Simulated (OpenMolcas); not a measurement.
A calculation on Si2+.

- Program: OpenMolcas 26.06
- Method: MS-RASPT2, IPEA 0.25 Eh, imaginary shift 0.1 Eh (closed shells correlated: 2s 2p)
- Basis: ANO-RCC-VQZP [6s5p3d2f1g]
- Scalar Hamiltonian: DKH2, point nucleus
- Active space: 2 electrons in 9 orbitals (RAS2 3s 3p; RAS3 3d, at most 2 electrons)
- State averaging: 2S+1 = 3 even, 3 roots; 2S+1 = 1 even, 7 roots; 2S+1 = 3 odd, 3 roots; 2S+1 = 1 odd, 3 roots
- Spin-orbit coupling: state interaction with AMFI integrals over the reference wave functions, term energies averaged over their components

**Question.** Which level of the active space comes out lowest?

**Answer.** 3s2 1S0, with 100 % of that term; it is also the measured ground level.

**Question.** How high does 3s 3p 3P* 1 lie?

**Answer.** 52090 cm-1 above the lowest level; measured 52853 cm-1 above the ground level, so the calculation is off by -1 %.

**Question.** How high does 3s 3p 3P* 0 lie?

**Answer.** 51980 cm-1 above the lowest level; measured 52725 cm-1 above the ground level, so the calculation is off by -1 %.

**Question.** How high does 3p2 1D2 lie?

**Answer.** 121510 cm-1 above the lowest level; measured 122215 cm-1 above the ground level, so the calculation is off by -1 %.

Measured values: NIST levels in Kelleher and Podobedova, J. Phys. Chem. Ref. Data 37, 1285 (2008).

CASPT2 does not keep the components of a term degenerate, so their means are used; among the terms shown or strongly mixed into the levels shown the widest spread is 11 cm-1 (3p2 1D). Configurations are named by rounded mean occupations; where the s occupation lies near a half they are strongly mixed, a name can repeat and a true partner stay unpaired. Active for correlation alone: 3d; no level in the range computed is led by a configuration that fills it, so any true level of that kind is missing. Some terms mix strongly with configurations of 3d, whose occupation reaches 0.32 (3p2 1D). Computed and measured levels are paired by configuration, term and J; levels that our copy of the source lacks, or whose pairing is in doubt (as where it misses far off the trend of its configuration), stay unpaired and out of the deviations. Only configurations of the active space appear.

* marks odd parity.
